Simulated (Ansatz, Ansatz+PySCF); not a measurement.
```yaml
atoms:
  - { symbol: C, position_ang: [0.0099, 0.0436, -0.0224] }
  - { symbol: C, position_ang: [1.3973, -0.0464, 0.0074] }
  - { symbol: C, position_ang: [-0.7281, 1.2056, -0.0411] }
  - { symbol: C, position_ang: [-0.6992, -1.2062, 0.0457] }
  - { symbol: H, position_ang: [1.9576, -0.8907, -0.0080] }
  - { symbol: H, position_ang: [1.9867, 0.9069, -0.0392] }
  - { symbol: H, position_ang: [-1.7582, 1.2712, 0.0080] }
  - { symbol: H, position_ang: [-0.1776, 2.1782, 0.0500] }
  - { symbol: H, position_ang: [-1.8456, -1.2567, -0.0129] }
  - { symbol: H, position_ang: [-0.1911, -2.1629, -0.0450] }
```

Basis set: def2-SVP (spherical functions). Left uncorrelated: 4 orbitals. Correlation on ROHF uses semicanonical orbitals with singles. Charge 0, multiplicity 3.

Computed with Ansatz (development build ahead of 0.2.0); each method stands on the lowest determinant of its kind that the runs found. Restricted functionals stand beside restricted open-shell atoms, which can lie above the unrestricted atoms usual in DFT and then raise those values.

The atomization energy at this shape (free ground-state atoms in the same class of orbitals less the molecule, no zero-point energy) of triplet C4H6:

| method | atomization energy |
| --- | --- |
| ωB97X (unrestricted) | 41.88 eV |
| r²SCAN (unrestricted) | 42.38 eV |
| r²SCAN (restricted open-shell) | 42.42 eV |
| PBE0 (unrestricted) | 42.44 eV |
| PBE0 (restricted open-shell) | 42.39 eV |
| PBE (unrestricted) | 42.90 eV |
| PBE (restricted open-shell) | 42.92 eV |
| ROHF-MP2 | 40.36 eV |
| UHF | 32.53 eV |
| ROHF | 32.08 eV |

Question: What does UHF-MP2 give?

Answer: 40.04 eV. Caution: the shape is not the minimum. Caution for r²SCAN (unrestricted), UHF-MP2, UHF: the unrestricted determinant is spin contaminated. Caution for ROHF-MP2, ROHF: an unrestricted determinant lies well below.
